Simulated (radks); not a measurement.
Results of a calculation; reference values are marked as such.
Orbital eigenvalues (eV) of the xenon ion Xe2+, [Kr] 4d10 5s2 5p4, at several levels of relativity; Dirac values are averaged over j with weights 2j + 1. Spin-unpolarised spherical Kohn-Sham, PBE, point nucleus unless stated (finite: rms radius 4.7859 fm), a radial shooting solver on a logarithmic mesh with Libxc functionals. A level marked "c x" has the speed of light scaled by that factor and shares open shells by 2j + 1; other Dirac levels either fill j = l - 1/2 first or share by 2j + 1.

| shell | non-rel. | scalar-rel., finite nucleus | Dirac, 2j+1 shares | Dirac, low j first | change of magnitude, last against first (%) |
|---|---|---|---|---|---|
| 2s | -5014.1 | -5370.8 | -5365.1 | -5364.9 | +7.00 |
| 2p | -4719.6 | -4821.6 | -4825.2 | -4825.0 | +2.23 |
| 3s | -1040.6 | -1115.7 | -1114.5 | -1114.3 | +7.08 |
| 3p | -916.07 | -938.25 | -939.02 | -938.79 | +2.48 |
| 3d | -684.52 | -675.14 | -674.28 | -674.06 | -1.53 |
| 4s | -203.43 | -218.80 | -218.61 | -218.39 | +7.35 |
| 4p | -159.21 | -162.61 | -162.83 | -162.61 | +2.13 |
| 4d | -83.248 | -80.650 | -80.569 | -80.356 | -3.47 |
| 5s | -37.308 | -39.300 | -39.272 | -39.143 | +4.92 |
| 5p | -26.537 | -26.632 | -26.661 | -26.553 | +0.06 |
| 6s (empty) | -11.089 | -11.462 | -11.459 | -11.426 | +3.04 |
| 4f (empty) | -6.5949 | - | - | - | - |
